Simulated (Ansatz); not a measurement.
`F[SiH](F)[NH][GeH3]` + H₂Se → `[GeH3][SeH]` + `N[SiH](F)F`  (ligand exchange at a Ge–N bond)

Gas-phase electronic energies from Ansatz, PBE0-D4/def2-TZVP geometries. CCSD(T)/CBS is the MP2 limit (def2-TZVPP, def2-QZVPP) plus CCSD(T) − MP2 in def2-TZVPP, frozen cores. This one scheme is used for every species. DFT in def2-TZVPP. B3LYP here is the variant with VWN-RPA as its local correlation; programs differ in this. For Ge, Se outer-core shells are correlated without core-valence functions, which leaves a few kJ/mol of doubt a bond. Scalar relativity is left out up to krypton. Each species was taken in one conformer, which may not be the lowest.

CCSD(T)/CBS gives -45.1 kJ/mol.

Another level gave -41.6 kJ/mol. Which?
A. B3LYP-D4/def2-TZVPP
B. CCSD/def2-TZVPP
C. r2SCAN/def2-TZVPP
D. PBE0/def2-TZVPP

B. CCSD/def2-TZVPP -41.6, B3LYP-D4 -47.4, r2SCAN -51.4, PBE0 -55.5 kJ/mol.

Largest T1 diagnostic among the species: 0.012.

The D4 term adds +4.4 kJ/mol with B3LYP and +2.6 kJ/mol with PBE0; it sums over pairs of atoms, weighted by their polarisabilities, and B3LYP, whose exchange is more repulsive, gets the larger term.
